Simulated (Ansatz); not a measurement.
```xyz
4

F    -1.8281    0.2306    0.6901
In   -0.0621   -0.0362   -0.0268
F    -0.0011   -1.2935   -1.4826
Br    1.8913    1.0992    0.8194
```

The species carries charge 0 and has multiplicity 1. In takes the def2 core potential.

Problem. List the PBE/def2-TZVPP orbital energies in eV (Ansatz). (Best estimate.)

Solution. Computed: Occupied: -13089.79, -1682.91, -1517.29, -1517.21, -1517.20, -659.28, -659.28, -229.68, -171.87, -171.64, -171.61, -123.53, -81.32, -81.04, -80.98, -68.53, -68.47, -68.45, -68.28, -68.28, -28.33, -28.28, -21.00, -20.42, -20.37, -20.28, -20.06, -19.25, -11.81, -10.00, -9.87, -9.43, -9.06, -8.96, -8.82, -8.13, -7.98. Lowest empty: -4.07, -2.34, -0.17, 0.21, 1.43, 1.88, 2.16, 3.17.
